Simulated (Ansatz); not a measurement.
Consider the formal exchange of groups at a C–S bond: `SC[SiH2]I` + CH₄ → `CC[SiH2]I` + H₂S.

Gas-phase electronic energies from Ansatz, PBE0-D4/def2-TZVP geometries. CBS: MP2 limit from def2 TZ/QZ plus the TZ coupled-cluster correction, frozen cores. This one scheme is used for every species. DFT in def2-TZVPP. def2 core potentials past Kr. For I outer-core shells are correlated without core-valence functions, which leaves a few kJ/mol of doubt a bond. One conformer a species, not always the lowest.

Question: Is it downhill or uphill in electronic energy at CCSD(T)/CBS, and by how much? (Estimate.)

Answer: Ansatz gave: Nearly level: ΔE = +0.8 kJ/mol.

Question: What do these levels give: ωB97X-V, PBE, CCSD/def2-TZVPP, CCSD(T)/def2-TZVPP, HF/CBS(def2), MP2/CBS(def2)? (An estimate is asked.)

Answer: The calculation gave: ωB97X-V -1.4, PBE 1.4, CCSD/def2-TZVPP -6.1, CCSD(T)/def2-TZVPP -3.3, HF/CBS(def2) -10.7, MP2/CBS(def2) 5.4 kJ/mol.

Largest T1 diagnostic among the species: 0.009.

The D4 term adds +5.9 kJ/mol with B3LYP and +3.0 kJ/mol with PBE0; it sums over pairs of atoms, weighted by their polarisabilities, and B3LYP, whose exchange is more repulsive, gets the larger term. In def2-TZVPP, CCSD(T) changes the Hartree–Fock value by +7.4 kJ/mol (the triples alone add +2.8 kJ/mol) and MP2 by +11.9 kJ/mol.

B3LYP here is the variant with VWN-RPA as its local correlation; programs differ in this.
